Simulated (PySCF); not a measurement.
C2H10GaN, singlet (CAM-B3LYP/def2-SVP optimised geometry):

```
14

Ga     0.205     0.015     0.000
H      1.792     0.015     0.000
C     -0.720     1.778     0.000
H     -0.269     2.495    -0.705
H     -0.659     2.238     1.000
H     -1.792     1.688    -0.243
C     -0.721    -1.526     0.856
H     -0.662    -1.440     1.953
H     -0.268    -2.495     0.591
H     -1.792    -1.568     0.598
N     -0.065    -0.527    -2.090
H      0.359    -1.434    -2.286
H      0.375     0.161    -2.702
H     -1.053    -0.582    -2.339
```

Method: PySCF 2.14.0 with CAM-B3LYP/def2-TZVP.

Task: What are the frontier orbital energies and the dipole moment?

Result: HOMO-2 -10.44 eV, HOMO-1 -8.39 eV, HOMO -8.22 eV, LUMO 0.71 eV, LUMO+1 2.08 eV; dipole moment 4.71 D.

On the same geometry PBE/def2-TZVP (PySCF) gives HOMO-2 -7.55 eV, HOMO-1 -5.76 eV, HOMO -5.64 eV, LUMO -0.86 eV, LUMO+1 0.59 eV; dipole moment 4.65 D.

Meta-Löwdin charges at CAM-B3LYP/def2-TZVP: Ga1 0.39, H2 -0.13, C3 -0.58, H4 0.10, H5 0.11, H6 0.10, C7 -0.58, H8 0.11, H9 0.10, H10 0.10, N11 -0.47, H12 0.25, H13 0.25, H14 0.25.
